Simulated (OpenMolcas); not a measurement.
**Cu4+: moving or changing the point charges**

Cu4+ among 6 point charges of -2.2 e arranged as a trigonal antiprism (D3d), 1.9 Å from the ion, with a polar angle of 63.0° against the regular 54.74°.

```
Program             : OpenMolcas
Method              : CASSCF
Basis               : ANO-RCC-VDZP [5s4p2d1f]
Scalar Hamiltonian  : DKH2, point nucleus
Active space        : 7 electrons in 5 orbitals (3d)
State averaging     : 2S+1 = 4 even, 10 roots; 2S+1 = 2 even, 40 roots
Spin-orbit coupling : state interaction with AMFI integrals over the reference wave functions
```

Runs around this geometry, states (labels of D3, the rotations of D3d). Energies in cm-1 above the lowest state or level, χT in cm3 K/mol.

| R (Å) | q (e) | Polar angle / regular | Ground state | First state of that spin | First gap with spin-orbit (degeneracies) | χT at 300 K | First state of another spin |
| --- | --- | --- | --- | --- | --- | --- | --- |
| 1.9 | -2.2 | 1.06 | 4E | 4A2 7.9 | 418.8 (2, 2) | 4.307 | 2E 24497 |
| 1.9 | -1.1 | 1.15 | 4A2 | 4E 201.4 | 216.9 (2, 2) | 4.908 | 2E 24501 |
| 1.77 | -2.2 | 1.15 | 4A2 | 4E 80.9 | 355.4 (2, 2) | 4.294 | 2E 24001 |
| 1.9 | -2.2 | 1.15 | 4A2 | 4E 157.7 | 310.3 (2, 2) | 4.509 | 2E 24534 |
| 2.01 | -2.2 | 1.15 | 4A2 | 4E 174.4 | 271.1 (2, 2) | 4.681 | 2E 24569 |

The ground state changes within this set.

Without dynamic correlation the repulsion within the d shell is too large (B by tens of per cent), so at a given field states of lower spin stand too high. Point charges give a weaker field than real ligands, and real ions of this kind are often low spin; the high spin found here belongs to the model. Spin-orbit coupling mixes the spin-free states strongly: the lowest level takes only 60 % from its leading state, 4E (figures for R = 1.9, q = -2.2, ratio = 1.06; the like holds for R = 1.9, q = -1.1, ratio = 1.15, R = 1.77, q = -2.2, ratio = 1.15, R = 1.9, q = -2.2, ratio = 1.15, R = 2.01, q = -2.2, ratio = 1.15). An orbital doublet at a regular site is open to a Jahn-Teller distortion, which this geometry leaves out (holds for R = 1.9, q = -2.2, ratio = 1.06). The ground term spreads over less than 5000 cm-1, several times less than with real ligands, so orbital moments are less quenched and χT lies further from the spin-only value than at real sites (holds for R = 1.9, q = -1.1, ratio = 1.15; R = 2.01, q = -2.2, ratio = 1.15). Point charges carry no covalency, so the field is a model and not that of real ligands. No measured value stands beside these numbers.
